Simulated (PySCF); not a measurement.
phosphoric acid cation (H3O4P), SMILES O=P(O)(O)O (connectivity only; charge and spin as stated), charge +1, multiplicity 2.

Geometry optimised at TPSSh-D3(BJ)/def2-SVP. The spin state was assumed, not searched. Other conformers were not sampled.

All values below come from PySCF with SMD-ωB97X/6-31G*.

Solvation free energies are E(SMD) − E(gas) at the gas-phase geometry, for 1 M in both phases.

Computed solvation free energies in water, dichloromethane, benzene:
| solvent | ΔG(solv) (kcal/mol) | its non-electrostatic (CDS) part |
|---|---|---|
| water | -74.5 | 5.9 |
| dichloromethane | -59.8 | -0.1 |
| benzene | -35.3 | -2.2 |
